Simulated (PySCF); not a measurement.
**Where the electron goes**

Species: C3H8F3NSi2.
Atom-mapped SMILES: `[F:1][C:2]([F:3])([F:4])[C@@H:5]1[CH2:6][SiH2:7][NH:8][SiH2:9]1` (hydrogens: H10 on C5; H11, H12 on C6; H13, H14 on Si7; H15 on N8; H16, H17 on Si9)

The calculation used TDDFT wB97X-D/def2-SVPD, vertical, gas phase, core orbitals frozen in the response in PySCF. Geometry: PBE0-D3(BJ)/def2-SVP, one conformer, isolated molecule.

Kohn–Sham orbitals with the atoms that hold most of them (Löwdin shares over 4%, at most four atoms; ? is withheld):

```json
{"orbital": "LUMO+2", "ε (eV)": "2.49", "atoms": "Si9 22%, Si7 19%, H17 7%, H16 6%"}
{"orbital": "LUMO+1", "ε (eV)": "1.92", "atoms": "Si7 25%, Si9 14%, C6 8%, H13 6%"}
{"orbital": "LUMO", "ε (eV)": "?", "atoms": "Si9 24%, Si7 21%, H15 13%, N8 9%"}
{"orbital": "HOMO", "ε (eV)": "-9.50", "atoms": "?"}
{"orbital": "HOMO-1", "ε (eV)": "-10.70", "atoms": "?"}
{"orbital": "HOMO-2", "ε (eV)": "-11.26", "atoms": "C6 18%, C5 15%, Si7 13%, Si9 10%"}
{"orbital": "HOMO-3", "ε (eV)": "-11.58", "atoms": "Si7 16%, Si9 15%, C5 14%, H14 13%"}
```

Q: Give the leading atoms of the HOMO-1.

A: C6 (bonded to C, Si and 2 H) 22%; C5 (bonded to 2 C, Si and H) 18%; Si7 (bonded to C, N and 2 H) 14%; Si9 (bonded to C, N and 2 H) 13%. By element: carbon 40% or more, silicon 27%.

Q: Give the leading atoms of the HOMO.

A: N8 (bonded to 2 Si and H) 50%; Si9 (bonded to C, N and 2 H) 11%; Si7 (bonded to C, N and 2 H) 11%; H13 (bonded to Si) 7%. By element: nitrogen 50%, silicon 22%, hydrogen 7% or more.

Q: What is the LUMO energy, and the HOMO–LUMO gap?

A: ε(LUMO) = 1.61 eV; the gap is 11.11 eV (0.4083 hartree).

Q: How does S1 compare with the orbital gap of 11.11 eV?

A: S1 is at 6.46 eV (f = 0.0072), 4.65 eV below the gap, made of HOMO→LUMO (95%). Without the coupling terms of the response equations the lowest excitation would equal the gap.

Q: One configuration dominates each of S1, S2, S5 and S8. Which, and how do the shares of the two leading atoms of either orbital change from the occupied to the empty one?

A: 
- S1 (6.46 eV, f 0.0072), HOMO→LUMO (95%): N8 50% → 9%, Si9 11% → 24%, Si7 11% → 21%
- S2 (7.15 eV, f 0.017), HOMO→LUMO+1 (84%): N8 50% → at most 6%, Si9 11% → 14%, Si7 11% → 25%
- S5 (8.11 eV, f 0.0091), HOMO-1→LUMO (79%): C6 22% → at most 9%, C5 18% → at most 9%, Si9 13% → 24%, Si7 14% → 21%
- S8 (8.43 eV, f 0.025), HOMO-1→LUMO+1 (75%): C6 22% → 8%, C5 18% → at most 6%, Si7 14% → 25%, Si9 13% → 14%

Time: 3.8 min of wall time. Hardware: an Arm Neoverse V1 with one thread, shared host.
